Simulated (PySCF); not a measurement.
SeH: from constants to spectrum

UHF-CCSD(T) constants of SeH, ²Π (doublet), unpaired electrons π ↑ (H aug-pcseg-1, Se aug-pcseg-1; no relativity (PySCF 2.14); masses 1.0078 and 79.9165 u):

```
ωe              : 2394.4 cm⁻¹
ωexe            : 42.5 cm⁻¹
Be              : 7.7703 cm⁻¹
αe              : 0.216 cm⁻¹
D (centrifugal) : 0.000327 cm⁻¹
De to H + Se    : 3.13 eV
```

Give the vibrational terms G(v) and spacings up to v = 6.

G(v) = ωe(v+½) − ωexe(v+½)².

```csv
v,G(v) (cm⁻¹),G(v) − G(v−1),Bv (cm⁻¹)
0,1187,,7.662
1,3496,2309,7.446
2,5720,2224,7.230
3,7860,2139,7.014
4,9914,2054,6.798
5,11884,1969,6.582
6,13768,1884,6.366
```

How well does the Morse estimate ωe²/(4ωexe) reproduce De, and what is D0?

It gives 4.18 eV, 134 % of the computed De. D0 = De − G(0) = 3.13 − 0.15 = 2.98 eV.

Correlated steps freeze 9 core orbitals. Correlated levels converge slowly with the basis: in double zeta they bind strong bonds too weakly, by up to about 1 eV, and carry superposition errors of some tenths. Spin–orbit coupling is left out. The state is the lowest determinant that a PBE0 search found; another state may lie lower at other levels.
